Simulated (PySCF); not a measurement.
Sn(Cl)(NH2) (ClH₂NSn), SMILES [Sn]([NH2])[Cl] (connectivity only; charge and spin as stated), neutral, multiplicity 1.

Coordinates come from a B3LYP-D3(BJ)/def2-TZVP optimisation. The def2 effective core potentials stand for the cores of Sn; spin–orbit coupling is left out. Other conformers were not sampled.

Level of theory: M06-2X/def2-TZVPD run with PySCF.

Symmetry labels are those of the subgroup Cs that the program uses (full group Cs).

Computed valence orbital energies around the gap with their symmetry:
```
orbital  symmetry  energy (eV)
-------  --------  -----------
HOMO−7         A'       -23.62
HOMO−6         A'       -15.13
HOMO−5         A'       -14.80
HOMO−4         A'       -11.32
HOMO−3         A"       -10.08
HOMO−2         A'        -9.92
HOMO−1         A"        -8.99
HOMO           A'        -8.64
LUMO           A"        -1.44
LUMO+1         A'        -0.14
LUMO+2         A'         0.27
LUMO+3         A'         0.61
```
